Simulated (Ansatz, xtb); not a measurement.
## Relative energy of two isomers of CH5FGeSn

Structure a: `[CH3][GeH2][Sn][F]`, a singlet. Structure b: `[CH3][Ge@H]([F])[SnH]`, a singlet. Both are isolated molecules in the gas phase, relaxed with B3LYP-D3(BJ)/def2-SVP; the shapes shown needn't be the lowest conformers.

a (Å):

```json
{"atom": "C", "x (Å)": "-1.6157", "y (Å)": "-0.8145", "z (Å)": "0.3078"}
{"atom": "F", "x (Å)": "-3.3386", "y (Å)": "0.5444", "z (Å)": "2.8184"}
{"atom": "Ge", "x (Å)": "-0.7222", "y (Å)": "0.8636", "z (Å)": "0.8582"}
{"atom": "Sn", "x (Å)": "-2.5648", "y (Å)": "2.2898", "z (Å)": "2.2757"}
{"atom": "H", "x (Å)": "-2.2263", "y (Å)": "-0.6428", "z (Å)": "-0.5911"}
{"atom": "H", "x (Å)": "-0.8836", "y (Å)": "-1.6072", "z (Å)": "0.0963"}
{"atom": "H", "x (Å)": "-2.2766", "y (Å)": "-1.1240", "z (Å)": "1.1302"}
{"atom": "H", "x (Å)": "0.4376", "y (Å)": "0.5044", "z (Å)": "1.8334"}
{"atom": "H", "x (Å)": "-0.0545", "y (Å)": "1.5565", "z (Å)": "-0.3612"}
```

b (Å):

```xyz
9

C     1.1590    0.4465   -0.8689
F     1.3045   -2.5094   -0.7804
Ge    0.5002   -1.1670    0.0534
Sn   -2.1801   -1.5774   -0.0020
H     2.2592    0.4265   -0.8917
H     0.8244    1.3463   -0.3303
H     0.7847    0.4880   -1.9022
H     1.1107   -1.1977    1.4879
H    -2.3198   -0.0179    0.8768
```

Problem. Which of the two would you expect CCSD(T)/def2-SVP + ΔMP2/def2-TZVPP electronic energies to favour?

Solution. Structure a; the calculation gives E(b) − E(a) = +7.1 kcal/mol.

The same difference at several levels:

| level | geometry | E(b) − E(a) (kcal/mol) | departure from the last row (kcal/mol) | job, with rough time for the two |
| --- | --- | --- | --- | --- |
| B3LYP-D3(BJ)/def2-SVP | B3LYP-D3(BJ)/def2-SVP | +7.8 | +0.6 | optimisation, 83 s |
| HF/def2-SVP | B3LYP-D3(BJ)/def2-SVP | +3.9 | −3.2 | part of the CCSD(T) run |
| MP2/def2-SVP | B3LYP-D3(BJ)/def2-SVP | +7.9 | +0.7 | part of the CCSD(T) run |
| CCSD(T)/def2-SVP | B3LYP-D3(BJ)/def2-SVP | +7.2 | 0.0 | single point |
| CCSD(T)/def2-SVP + ΔMP2/def2-TZVPP | B3LYP-D3(BJ)/def2-SVP | +7.1 |  | single point, 54 s |

As drawn, b has 1 F–Ge, 1 Sn–H in place of 1 F–Sn, 1 Ge–H.

None of the levels shown reverses the order. The largest departure from CCSD(T)/def2-SVP + ΔMP2/def2-TZVPP is that of HF/def2-SVP, 3.2 kcal/mol. Levels run at GFN2-xTB geometries aren't shown. The last row adds to CCSD(T) the change of the MP2 difference between the two basis sets, here 0.0 kcal/mol.

With harmonic frequencies from B3LYP-D3(BJ)/def2-SVP (ideal gas, rigid rotor, one conformer each, 298.15 K, 1 atm): on the last row, ΔE + ΔZPE = +6.1 kcal/mol. A mode under 50 cm⁻¹ makes harmonic enthalpies and free energies unreliable, so none is given.

The correlated steps freeze 15 core orbitals; the filled d shell of Ge and Sn is correlated, in a basis made for valence electrons. Atoms past krypton carry core potentials in the def2 sets and no spin–orbit term is included. Run with Ansatz 0.2.0; the last row on 2 threads of Arm Neoverse V1 on a shared host.
